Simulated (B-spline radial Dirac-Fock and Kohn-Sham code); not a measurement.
Satellites and hypersatellites of the K lines of S³⁺

System: the S³⁺ ion, configuration [Ne] 3s2 3p1.

Model: Dirac-Fock energy differences between relaxed states, corrected for Breit and QED terms. Program: a radial B-spline solver. Each two-hole energy is an average over J within one jj subconfiguration, not an observable level; in light atoms, where LS coupling holds, the j-resolved values are not observed lines, and for a K spectator the Kα1 hypersatellite is nearly forbidden. The model has no electron correlation.

Lines without a spectator: Kα2 (K-L2) 2309.9 eV, Kα1 (K-L3) 2311.1 eV. Shifts in eV with one spectator hole (a dash: not computed, or left out as unreliable):

```
spectator hole     Kα2     Kα1
        K (1s)  +162.0  +162.4
    L2 (2p1/2)  +12.28  +15.33
    L3 (2p3/2)  +14.94  +14.09
```
